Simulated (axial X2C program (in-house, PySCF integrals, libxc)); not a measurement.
## What spin–orbit coupling does to NaCs⁻

Calculated with an in-house all-electron X2C program for linear molecules (integrals from PySCF). Spin-free means the one-electron spin-free X2C Hamiltonian; two-component (2c) means X2C with spin–orbit coupling and atomic mean-field two-electron Coulomb and Gaunt terms, so the difference of the two also holds small scalar two-electron terms. Basis: Cs dyall-acv3z [16s16p10d4f1g], Na dyall-av3z [10s9p5d2f] (cores contracted in-house); Gaussian nuclei, density fitting, unrestricted open shells. Masses: Cs 132.905 u, Na 22.990 u.

Spin-free state: M_S = 1/2, Λ = 0 (beyond evenly filled blocks: σα); fragments Cs + Na-.

| level | Re (Å) | ωe (cm⁻¹) | De (eV) | μ (D) |
| --- | --- | --- | --- | --- |
| PBE0 | 4.337 | 64.2 | 0.592 | -3.72 |
| BLYP | 4.189 | 64.1 | 0.505 | 10.87 |

Dipoles are positive if Na is the positive end and refer to the centre of mass.

Two-component determinant lowest at the distance of the search:

Ω = 1/2 (⟨Sz⟩ = 0.50, ⟨Lz⟩ = 0.00 at PBE0); fragments Cs + Na-.

```
level  Re (Å)  ωe (cm⁻¹)  De (eV)  μ (D)
 PBE0   4.334       64.2    0.592  -3.72
 BLYP   4.192       64.0    0.505  10.74
```

Question: From the two tables, how do the constants change at the PBE0 level (2c against spin-free)?

Answer: At the PBE0 level Re drops by 0.003 Å and ωe doesn't move by more than 0.2 cm⁻¹; De changes by 0.000 eV.

The state is a single determinant with fixed occupations, the lowest that a limited PBE0 search found. Dissociation energies refer to the lowest single-determinant-based atoms at the same level and basis. Density functionals use the spin component along the axis (collinear). PBE0 can misorder states that lie within some tenths of an eV, so this need not be the ground state of the molecule. The nearest other spin-free determinant of the search, M_S = 1/2, Λ = 1, lies 0.49 eV up at the distance of the search. The highest occupied level of some functionals is positive through self-interaction error; at Hartree–Fock it is bound.
